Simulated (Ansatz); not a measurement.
The atomisation energy (no zero-point term) down a group: C to Ge

One atom is swapped for its congeners: C3H8O (methoxyethane) `CCOC`; C2H8OSi `CO[SiH2]C`; C2H8GeO `C[O][GeH2][CH3]`. All are singlets with charge 0.

Shapes, held fixed at every level: PBE0-D4/def2-TZVP. Flexible molecules stand in one conformer, not always the lowest. Programs: Ansatz 0.2.0. Values in eV.

| level | C3H8O | C2H8GeO |
| --- | --- | --- |
| HF/def2-TZVPP | 35.24 | 32.09 |
| SPW92/def2-TZVPP | 54.17 | 49.37 |
| B3LYP-D4/def2-TZVPP | 47.56 | 43.45 |
| BHLYP-D4/def2-TZVPP | 46.32 | 42.44 |
| r2SCAN0-D4/def2-TZVPP | 47.01 | 43.06 |
| B2PLYP/def2-TZVPP | 47.10 | 43.09 |
| CCSD(T)/def2-TZVPP | 46.48 | 42.78 |

Question: Estimate the column for C2H8OSi from its neighbours.

Answer: The mean of the neighbours at CCSD(T)/def2-TZVPP is 44.63 eV, against 44.50 from the run. All rows: HF/def2-TZVPP 34.22; SPW92/def2-TZVPP 51.15; B3LYP-D4/def2-TZVPP 45.52; BHLYP-D4/def2-TZVPP 44.56; r2SCAN0-D4/def2-TZVPP 45.04; B2PLYP/def2-TZVPP 45.06; CCSD(T)/def2-TZVPP 44.50 eV. At CCSD(T)/def2-TZVPP the atomisation energy falls at every step, from 46.48 to 42.78 eV. Every level shows the same order. Relativity is left out for Ge unless named. Correlated rows may include outer-core shells of Ge, which these sets cover unevenly. Spin-orbit coupling, which grows down the group, is left out (summed over each molecule's free atoms 0.02, 0.04, 0.14 eV).
